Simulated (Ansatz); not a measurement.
This geometry of ClGeH$_{3}$ (5 atoms, charge 0, multiplicity 1) is a first-order saddle point.

Computed with RKS PBE-D4/def2-TZVP (Ansatz).

```xyz
5
Properties=species:S:1:pos:R:3
Ge 0.299 0.042 -0.482
H 0.530 0.108 1.254
H 1.596 -0.111 0.376
H -0.590 1.218 -0.007
Cl -0.874 -1.804 -0.462
```

Q: Which two structures does it join? (They come from a converged band through this point; their orientation in space is the band's.)

A: Bonds broken: Ge1–H2, Ge1–H3. Bonds formed: H2–H3. ClGeH3 becomes ClGeH + H2.

First end point:

```xyz
5
Properties=species:S:1:pos:R:3
Ge 0.270 0.023 0.191
H 0.237 -0.041 1.732
H 1.712 -0.041 -0.353
H -0.489 1.253 -0.346
Cl -0.770 -1.740 -0.544
```

Last end point:

```xyz
5
Properties=species:S:1:pos:R:3
Ge 0.155 0.112 -0.946
H 0.977 0.181 1.272
H 1.567 -0.114 0.878
H -0.736 1.018 0.056
Cl -1.003 -1.743 -0.581
```

Q: How far does it lie above each of them?

A: 210.5 kJ/mol above the first and 104.1 kJ/mol above the second. This is the barrier of this one path; another mechanism may lie lower. The orbitals stay closed-shell, which can raise the energy where a bond breaks towards radicals; this wasn't checked here.

Run time: 95 s on 2 threads of Arm Neoverse V2, with other jobs on the host, peak memory 0.16 GiB.
